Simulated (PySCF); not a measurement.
How methods differ on the ionisation energy of Al¹¹⁺

Al¹¹⁺ 1s2 (1S) → Al¹²⁺ 1s1 (2S), as a difference of total energies. Computed with PySCF 2.14 in an even-tempered Gaussian basis (17 s from 6.2 bohr⁻², ratio 2.2; 7 p from 9.7 bohr⁻², ratio 2.4; 4 d from 29 bohr⁻², ratio 2.4; 3 f from 44 bohr⁻², ratio 2.4; 3 g from 65 bohr⁻², ratio 2.4), with the spin-free X2C one-electron Hamiltonian (Gaussian nucleus). Correlated levels: nothing frozen; virtual orbitals above 40 to 60 times the deepest correlated orbital energy dropped. The calculations carry no spin-orbit coupling.

```tsv
method	ionisation energy (eV)
UHF	2085.4
MP2 (all electrons)	2086.6
SCS-MP2 (all electrons)	2086.9
CCSD (all electrons)	2086.7
```

With two correlated electrons CCSD is exact in that space.

For comparison: 2086.0 eV (theoretical estimate listed by NIST; NIST Atomic Spectra Database, ionization energies).
